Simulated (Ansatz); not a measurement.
A nudged elastic band was laid between two geometries of CH6OSn + H2 (11 atoms, charge 0, multiplicity 1).

Computed with UKS PBE/def2-SVP (Ansatz 0.2.0).

| Item | Value |
| --- | --- |
| movable images | 1 |
| climbing image | yes |
| spring | 5.0 eV/Å² |
| optimiser | quadratic models (default) |
| start path | through a guess of the saddle point |
| force threshold | 0.05 eV/Å |
| iteration limit | 60 |
| end points | relaxed |

Image 0:

```xyz
11
Properties=species:S:1:pos:R:3
Sn -0.988 1.535 0.080
O 0.284 -0.041 0.031
C -0.204 -1.309 -0.346
H -1.640 1.737 -1.513
H 0.034 2.828 0.571
H -2.234 1.175 1.230
H 2.494 -0.330 0.574
H 3.225 -0.525 0.734
H -1.003 -1.700 0.333
H -0.610 -1.339 -1.389
H 0.642 -2.031 -0.304
```

Image 2:

```xyz
11
Properties=species:S:1:pos:R:3
Sn -0.608 1.753 0.823
O 1.025 -0.492 -0.659
C 0.293 -1.687 -0.870
H -1.751 0.720 0.049
H 0.354 2.616 -0.313
H -1.494 2.902 1.776
H 1.577 -0.618 0.136
H 0.380 0.849 1.918
H -0.408 -1.930 -0.035
H -0.318 -1.541 -1.784
H 0.951 -2.572 -1.042
```

Q: What changes between the two ends?

A: Bonds broken: Sn1–O2, H7–H8. Bonds formed: Sn1–H8, O2–H7. CH6OSn + H2 becomes CH4O + H4Sn.

Q: Give the energies along the band, and the barrier.

A: The run ended unconverged. The highest image is number 1 of 0 to 2, 0.039 eV above the first end and 0.285 eV above the last; the last end lies 0.246 eV below the first. The band didn't meet its force threshold, so its energies are provisional: the largest band force was still 0.16 eV/Å, and over the last iterations the top moved between 0.03 and 0.04 eV. Neighbouring images lie up to 6.9 Å apart, so the band is torn or far too coarse. So few images can step over the top or miss a turn of the path. The orbitals stay closed-shell, which can raise the energy where a bond breaks towards radicals; this wasn't checked here.

| image | path coordinate (Å) | energy (eV) | Sn1–O2 (Å) | H7–H8 (Å) | Sn1–H8 (Å) |
| --- | --- | --- | --- | --- | --- |
| 0 | 0.00 | 0.000 | 2.03 | 0.77 | 4.74 |
| 1 | 6.85 | 0.039 | 2.03 | 0.77 | 4.23 |
| 2 | 12.90 | -0.246 | 3.15 | 2.60 | 1.73 |

The run took 2.1 min on 2 threads of Arm Neoverse V2 (shared host), peak memory 0.29 GiB.
